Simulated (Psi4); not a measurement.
tert-butyl chloride (C$_{4}$H$_{9}$Cl), singlet, geometry from GFN2-xTB; MP2/cc-pVDZ (Psi4).

The Psi4 input:
```
memory 2 GB

molecule mol {
0 1
C    -0.367902    1.466955   -0.684339
C    -0.034019    0.021107   -0.347735
C     1.293080   -0.401824   -0.960265
C    -1.159610   -0.919672   -0.751754
Cl    0.142108   -0.088174    1.452618
H    -0.482146    1.574407   -1.761305
H    -1.295757    1.767701   -0.203759
H     0.425498    2.131117   -0.350088
H     2.094659    0.253136   -0.627374
H     1.539052   -1.421756   -0.674685
H     1.227871   -0.349541   -2.045378
H    -1.297226   -0.882676   -1.830711
H    -2.091363   -0.630677   -0.271507
H    -0.925715   -1.942153   -0.465147
}

set {
  basis cc-pvdz
  reference rhf
}

energy('mp2')
print_variables()
```

What the program printed (banner, timings and long lists left out):

```
    SCF Algorithm Type (re)set to DF.

   => Loading Basis Set <=

    Name: CC-PVDZ
    Role: ORBITAL
    Keyword: BASIS

         ---------------------------------------------------------
                                   SCF
               by Justin Turney, Rob Parrish, Andy Simmonett
                          and Daniel G. A. Smith
                              RHF Reference
         ---------------------------------------------------------

  ==> Geometry <==

    Molecular point group: c1
    Full point group: C1

    Geometry (in Angstrom), charge = 0, multiplicity = 1:

       Center              X                  Y                   Z               Mass
    ------------   -----------------  -----------------  -----------------  -----------------
         C           -0.378077162092     1.473268441084    -0.788348020940    12.000000000000
         C           -0.044194162092     0.027420441084    -0.451744020940    12.000000000000
         C            1.282904837908    -0.395510558916    -1.064274020940    12.000000000000
         C           -1.169785162092    -0.913358558916    -0.855763020940    12.000000000000
         CL           0.131932837908    -0.081860558916     1.348608979060    34.968852682000
         H           -0.492321162092     1.580720441084    -1.865314020940     1.007825032230
         H           -1.305932162092     1.774014441084    -0.307768020940     1.007825032230
         H            0.415322837908     2.137430441084    -0.454097020940     1.007825032230
         H            2.084483837908     0.259449441084    -0.731383020940     1.007825032230
         H            1.528876837908    -1.415442558916    -0.778694020940     1.007825032230
         H            1.217695837908    -0.343227558916    -2.149387020940     1.007825032230
         H           -1.307401162092    -0.876362558916    -1.934720020940     1.007825032230
         H           -2.101538162092    -0.624363558916    -0.375516020940     1.007825032230
         H           -0.935890162092    -1.935839558916    -0.569156020940     1.007825032230

  Running in c1 symmetry.

  Rotational constants: A =      0.15209  B =      0.10162  C =      0.10162 [cm^-1]
  Rotational constants: A =   4559.45210  B =   3046.57019  C =   3046.56980 [MHz]
  Nuclear repulsion =  242.213529486969975

  Charge       = 0
  Multiplicity = 1
  Electrons    = 50
  Nalpha       = 25
  Nbeta        = 25

  ==> Algorithm <==

  SCF Algorithm Type is DF.
  DIIS enabled.
[...]
  @DF-RHF Final Energy:  -616.23874531800732
    Total Energy =                       -616.2387453180073180
[...]

  //>>>>>>>>>>>>>>>>>>>>>>>>>>>>>>>>>>>//
  //               DFMP2               //
  //<<<<<<<<<<<<<<<<<<<<<<<<<<<<<<<<<<<//

   => Loading Basis Set <=

    Name: (CC-PVDZ AUX)
    Role: RIFIT
    Keyword: DF_BASIS_MP2

	 --------------------------------------------------------
	                          DF-MP2
	      2nd-Order Density-Fitted Moller-Plesset Theory

	        Rob Parrish, Justin Turney, Andy Simmonett,
	           Ed Hohenstein, and C. David Sherrill
	 --------------------------------------------------------

   => Auxiliary Basis Set <=

  Basis Set: (CC-PVDZ AUX)
    Blend: CC-PVDZ-RI
    Number of shells: 150
    Number of basis functions: 426
    Number of Cartesian functions: 489
    Spherical Harmonics?: true
    Max angular momentum: 3

	 --------------------------------------------------------
	                 NBF =   119, NAUX =   426
	 --------------------------------------------------------
	   CLASS    FOCC     OCC    AOCC    AVIR     VIR    FVIR
	   PAIRS       0      25      25      94      94       0
	 --------------------------------------------------------

	-----------------------------------------------------------
	 ==================> DF-MP2 Energies <====================
	-----------------------------------------------------------
	 Reference Energy          =    -616.2387453180073180 [Eh]
	 Singles Energy            =      -0.0000000000000000 [Eh]
	 Same-Spin Energy          =      -0.1773404346692328 [Eh]
	 Opposite-Spin Energy      =      -0.5599304479979766 [Eh]
	 Correlation Energy        =      -0.7372708826672094 [Eh]
	 Total Energy              =    -616.9760162006745077 [Eh]
	-----------------------------------------------------------
	 ================> DF-SCS-MP2 Energies <==================
	-----------------------------------------------------------
	 SCS Same-Spin Scale       =       0.3333333333333333 [-]
	 SCS Opposite-Spin Scale   =       1.2000000000000000 [-]
	 SCS Same-Spin Energy      =      -0.0591134782230776 [Eh]
	 SCS Opposite-Spin Energy  =      -0.6719165375975720 [Eh]
	 SCS Correlation Energy    =      -0.7310300158206495 [Eh]
	 SCS Total Energy          =    -616.9697753338280108 [Eh]
	-----------------------------------------------------------

  Variable Map:
  ----------------------------------------------------------------------------
[...]
  Array Variable Map:
  ----------------------------------------------------------------------------
[...]
[...]
```
